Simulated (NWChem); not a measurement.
Species: C2H7FOSi; SMILES C[Si](C)(O)F

```xyz
12

C     -1.0340     0.0022     1.5931
Si    -0.0197     0.0867     0.0317
C     -1.0394     0.0908    -1.5402
O      0.9292     1.4441     0.1611
F      0.9441    -1.2195    -0.0470
H     -1.7045     0.8658     1.6691
H     -0.3865     0.0018     2.4765
H     -1.6467    -0.9059     1.6213
H     -0.4073     0.1384    -2.4352
H     -1.7200     0.9498    -1.5647
H     -1.6453    -0.8197    -1.6175
H      1.4964     1.6487    -0.5952
```
Atoms are numbered in this order, from 1.

Program: NWChem. Pople sets run with spherical d functions. STO-3G and 3-21G are far too small for this property and stand as cheap habits. All runs use the structure optimised with B3LYP/6-31G* (spherical d). B3LYP is NWChem's, with the RPA form of VWN correlation. Field at 589 nm.

```tsv
level	isotropic polarisability (bohr³)	anisotropy (bohr³)
B3LYP/STO-3G	24.3	5.6
B3LYP/6-31G*	43.6	7.2
B3LYP/def2-SVP	?	?
```

Question: Complete the blanks.

Answer: 
- B3LYP/def2-SVP, isotropic polarisability (bohr³): 44.9
- B3LYP/def2-SVP, anisotropy (bohr³): 8.2
